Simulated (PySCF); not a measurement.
How methods differ on the ionisation energy of Sc¹⁴⁺

Sc¹⁴⁺ [He] 2s2 2p3 [2p1/2^2 2p3/2^1, M_J = 3/2] → Sc¹⁵⁺ [He] 2s2 2p2 [2p1/2^2, M_J = 0], as a difference of total energies. Computed with PySCF 2.14 in an uncontracted even-tempered set (18 s from 2.6 bohr⁻², ratio 2.4; 11 p from 3.4 bohr⁻², ratio 2.4; 5 d from 14 bohr⁻², ratio 2.6; 5 f from 22 bohr⁻², ratio 2.6), with the two-component X2C-1e Hamiltonian. Correlated levels: nothing frozen; the 30 highest virtual spinors dropped. "Screened" scales the spin-orbit matrix elements by Boettger's factors to mimic the two-electron term; Breit and QED terms are absent.

| method | ionisation energy (eV) |
| --- | --- |
| GHF (spin-free) | 930.65 |
| GMP2 (spin-free) | 930.88 |
| GHF (screened spin-orbit) | 928.40 |
| GMP2 (screened spin-orbit) | 928.54 |

The labels give the starting determinants; with spin-orbit coupling the two ends relaxed to ⟨J²⟩ = 3.75, ⟨L²⟩ = 0.04, ⟨S²⟩ = 3.69 and ⟨J²⟩ = 1.31, ⟨L²⟩ = 1.93, ⟨S²⟩ = 1.93.

The determinant of Sc¹⁵⁺ mixes levels of different J (the jj label is only the starting occupation), so the difference between spin-free and spin-orbit rows is not the physical spin-orbit shift.

For comparison: 926.5 ± 0.7 eV (semi-empirical (NIST evaluation); NIST Atomic Spectra Database, ionization energies).
